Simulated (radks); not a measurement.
Ru, configuration [Kr] 4d7 4f1 (not the ground configuration).

Calculated with a radial shooting solver on a logarithmic mesh with Libxc functionals: Dirac Kohn-Sham, PBE, spin-unpolarised, spherical densities, finite nucleus; open shells are shared between the two j in proportion to 2j + 1; Fermi nuclear charge, rms radius 4.4809 fm.

Energy parts (hartree):
| part | energy |
|---|---|
| total | -4531.23025 |
| kinetic | 4715.10143 |
| electron-nucleus | -10952.78150 |
| Hartree | 1839.97661 |
| exchange-correlation | -133.52678 |

Orbitals (lengths in bohr, moments of r in powers of bohr; <r^-3> diverges for s and p1/2; r(max) is where P^2 peaks):
| orbital | occ. | eigenvalue (hartree) | <r^-3> | r(max) | <r^4> | small-component weight |
|---|---|---|---|---|---|---|
| 1s1/2 | 2 | -805.9479 | - | 0.02171 | 5.909e-06 | 2.58e-02 |
| 2s1/2 | 2 | -116.0276 | - | 0.1230 | 0.001074 | 5.34e-03 |
| 2p1/2 | 2 | -107.2272 | - | 0.09548 | 0.0007079 | 5.35e-03 |
| 2p3/2 | 4 | -102.4158 | 2802 | 0.09947 | 0.0008016 | 5.16e-03 |
| 3s1/2 | 2 | -20.60322 | - | 0.3618 | 0.05312 | 1.46e-03 |
| 3p1/2 | 2 | -17.18876 | - | 0.3486 | 0.05397 | 1.40e-03 |
| 3p3/2 | 4 | -16.37245 | 482.3 | 0.3581 | 0.05973 | 1.35e-03 |
| 3d3/2 | 4 | -10.32929 | 72.03 | 0.2995 | 0.05850 | 1.24e-03 |
| 3d5/2 | 6 | -10.17026 | 68.34 | 0.3023 | 0.06044 | 1.22e-03 |
| 4s1/2 | 2 | -3.01385 | - | 0.9151 | 2.108 | 3.46e-04 |
| 4p1/2 | 2 | -2.00010 | - | 0.9670 | 3.168 | 2.94e-04 |
| 4p3/2 | 4 | -1.87628 | 73.15 | 0.9919 | 3.551 | 2.81e-04 |
| 4d3/2 | 2.8 | -0.40519 | 5.716 | 1.207 | 22.38 | 1.49e-04 |
| 4d5/2 | 4.2 | -0.39299 | 5.349 | 1.219 | 23.76 | 1.46e-04 |
| 4f5/2 | 0.428571 | -0.01597 | 0.0003738 | 16.65 | 144600 | 8.63e-07 |
| 4f7/2 | 0.571429 | -0.01597 | 0.0003738 | 16.65 | 144600 | 8.63e-07 |

The highest occupied level is 4f7/2 at -0.435 eV. Summed over all electrons, <r^2> = 365.2 bohr^2, which gives a Langevin (diamagnetic) susceptibility term of -289 x 10^-6 cm^3/mol. The electron density at the nucleus is 1.101e+05 e/bohr^3. The density falls to 0.001 e/bohr^3 at r = 3.83 bohr.
